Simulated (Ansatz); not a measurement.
```yaml
crystal:
  periodic: [false, false, false]
  atoms:
    - {symbol: O, position_ang: [-1.645590, 0.189716, -0.282109]}
    - {symbol: Al, position_ang: [0.008653, -0.009750, -0.006502]}
    - {symbol: O, position_ang: [0.664391, 0.365882, 1.503863]}
    - {symbol: O, position_ang: [1.007216, -0.584896, -1.241127]}
    - {symbol: H, position_ang: [-2.242094, 0.512514, 0.390957]}
    - {symbol: H, position_ang: [1.594742, 0.266478, 1.697777]}
    - {symbol: H, position_ang: [0.673782, -0.807943, -2.108357]}
basis:
  gaussian: {orbitals: STO-3G, final_grid: {core_spheres: 1, valence_spheres: 1, degree: 1}}
hamiltonian: {xc: {name: r2SCAN}}
output: {forces: true}
```

```sh
$ ansatz run in.yaml --threads 4 --pin off --events-out ev --progress --plain --max-ram 10444MiB
```

It prints (some lines left out):

```
Functional definition: r2SCAN
351 factors; integrals over basis functions are off by at most 3.6e-5 eV
mean field evaluation 1: about -12615.8936 eV, gradient 3.6e1 eV
mean field evaluation 2: about -12612.8058 eV, gradient 4.9e1 eV
mean field evaluation 4: about -12620.2324 eV, gradient 3.8e-1 eV
mean field evaluation 8: about -12592.2980 eV, gradient 5.0e0 eV
mean field evaluation 16: about -12592.4030 eV, gradient 7.6e-5 eV
mean field -12592.40302887 eV, -462.7622758737 hartree, gradient 7.6e-5 eV, S^2 0.000000; 0 other end points of the search recorded, 0 dependent functions left out
reference -12592.40302899 eV, -462.7622758782 hartree; 20, 20 occupied and 7, 7 virtual orbitals, 351 factors
Total energy: -12592.40302899 eV, -462.7622758782 hartree
Atom 0 at    -1.645590     0.189716    -0.282109 Å, force    22.721078    -2.423649     4.755876 eV/Å
Atom 1 at     0.008653    -0.009750    -0.006502 Å, force   -23.476015     2.878393    -3.761562 eV/Å
Atom 2 at     0.664391     0.365882     1.503863 Å, force     2.747359     0.462075     2.895744 eV/Å
Atom 3 at     1.007216    -0.584896    -1.241127 Å, force    -4.683870    -0.221615    -3.208917 eV/Å
Atom 4 at    -2.242094     0.512514     0.390957 Å, force     5.115673    -1.525287    -1.942982 eV/Å
Atom 5 at     1.594742     0.266478     1.697777 Å, force    -4.580233    -0.143907    -2.903164 eV/Å
Atom 6 at     0.673782    -0.807943    -2.108357 Å, force     2.156008     0.973990     4.165005 eV/Å
Dipole moment:     0.029807     0.026153     0.096119 e Å
```

Problem. What is wrong with this run?

Solution. The integration grid is far too coarse. Self-consistency was reached. The result belongs to that input, not to the molecule as meant.
